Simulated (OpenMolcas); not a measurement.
Cr4+: ligand-field states by method

Cr4+ with 4 ligands (chloride) in tetrahedral coordination (Td) at 2.07 Å. Ligand basis ANO-RCC-VDZP.

| Property | Result |
| --- | --- |
| Program | OpenMolcas 26.06 |
| Basis | ANO-RCC-VDZP [5s4p2d1f] |
| Scalar Hamiltonian | DKH2, point nucleus |
| Active space | 2 electrons in 5 orbitals (3d) |
| State averaging | 2S+1 = 3 even, 10 roots; 2S+1 = 1 even, 15 roots |
| Spin-orbit coupling | RASSI with atomic mean-field integrals over the reference wave functions |

I. CASSCF
II. SS-CASPT2, IPEA 0.25 Eh, imaginary shift 0.1 Eh (closed shells correlated: 3s 3p and the ligand valence shells)

Spin-free states (labels of Td) in cm-1, each column counted from its own energy of the first state listed:

```json
{"State": "3A2", "Degeneracy": "1", "I": "0", "II": "0"}
{"State": "3T2", "Degeneracy": "3", "I": "9670", "II": "10490"}
{"State": "1E", "Degeneracy": "2", "I": "13771", "II": "7260"}
{"State": "3T1", "Degeneracy": "3", "I": "15749", "II": "17200"}
{"State": "1T2", "Degeneracy": "3", "I": "22195", "II": "16360"}
{"State": "1A1", "Degeneracy": "1", "I": "22495", "II": "14360"}
{"State": "1T1", "Degeneracy": "3", "I": "25313", "II": "19260"}
{"State": "3T1", "Degeneracy": "3", "I": "25982", "II": "26630"}
{"State": "1E", "Degeneracy": "2", "I": "31759", "II": "30460"}
{"State": "1T2", "Degeneracy": "3", "I": "33728", "II": "31140"}
{"State": "1A1", "Degeneracy": "1", "I": "52440", "II": "41200"}
```

From I to II, I's first state of the same spin (3T2) moves from 9670 to 10490 cm-1, by about +820 cm-1.

From I to II, I's first state of another spin (1E) moves from 13771 to 7260 cm-1, by about -6500 cm-1.

χT at 300 K: I 0.97, II 0.97 cm3 K/mol.

Roots that are degenerate in the reference are averaged as groups; the widest CASPT2 spread within a group is 1300 cm-1 (the 3-fold group of multiplicity 3 near 10500 cm-1 above the lowest state of its run, II). Shifts and gaps below about the spread of the groups concerned are not significant. Over all roots computed the reference weight is 0.65 to 0.68 in II; a low but even weight reflects the number of correlated electrons. The least metal-like active orbital is 74 % on the metal (Löwdin) and no ligand orbital is active, so the numbers are rough. Ligand-to-metal charge-transfer states are missing. With no ligand orbital active B as a rule stays too high, so bands that hang on it stand too high and its fall with covalency is understated. Without dynamic correlation the repulsion within the d shell is too large (B by tens of per cent), so at a given field states of lower spin stand too high (holds for I). With metal d orbitals alone and no dynamic correlation the field as a rule comes out too small, by tens of per cent, by up to half for chloride and softer ligands (holds for I). With one d shell and no ligand orbital active, 10Dq can be off by a tenth or more (holds for II). The distance lies 5 % under the 2.17 Å that this model takes as the normal distance (a Shannon-type radius plus a fixed donor radius); by an R⁻⁵ law this alone changes a d-shell field by about +27 %. No measured value stands beside these numbers; the geometry is a model, was not optimised and need not be the one that this ion takes.
